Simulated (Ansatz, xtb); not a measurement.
# A ladder of methods for GeSiH6S (SMILES [SiH3][S][GeH3])

The species is GeSiH6S (9 atoms), meant as a singlet with charge 0. SMILES: `[SiH3][S][GeH3]`. The shape is that of a PBE0-D4/def2-TZVP optimisation.

```xyz
9

Si   -0.6903    1.1657   -0.9130
S     1.2955    0.5044   -0.5127
Ge    0.8008   -1.1558    0.8865
H    -1.5042    0.0782   -1.5169
H    -0.5734    2.2972   -1.8644
H    -1.3650    1.6189    0.3317
H     2.1453   -1.7747    1.2842
H    -0.0887   -2.1849    0.1720
H     0.0685   -0.5954    2.1155
```

Each level gives the dipole moment (D). The values are calculated.

```csv
level,kind,program,value (D),CPU time
GFN2-xTB,semi-empirical,xtb,2.39,under 2 s
GFN0-xTB,semi-empirical,xtb,1.72,under 2 s
GFN1-xTB,semi-empirical,xtb,0.97,under 2 s
HF/STO-3G,Hartree–Fock,Ansatz,1.11,1.4 s
HF/3-21G,Hartree–Fock,Ansatz,2.64,1.9 s
HF/def2-SVP,Hartree–Fock,Ansatz,1.47,6.1 s
BLYP/def2-TZVP,GGA,Ansatz,1.04,24 s
PBE/def2-TZVP,GGA,Ansatz,1.08,24 s
B3LYP/6-31G* (spherical functions),global hybrid,Ansatz,1.49,14 s
B3LYP/6-31G* (Cartesian functions),global hybrid,Ansatz,1.48,14 s
```

All-electron rows without a relativistic Hamiltonian named are non-relativistic. The values span 0.97 to 2.64 D. Magnitudes only: a small dipole may point the other way at some levels. Sets without polarisation functions give poor dipoles. Without the sets that lack polarisation functions the rows with a basis span only 1.04 to 1.49 D. Times are those of the runs behind each value, whatever else they computed, on shared processors of several kinds: orders of magnitude only.
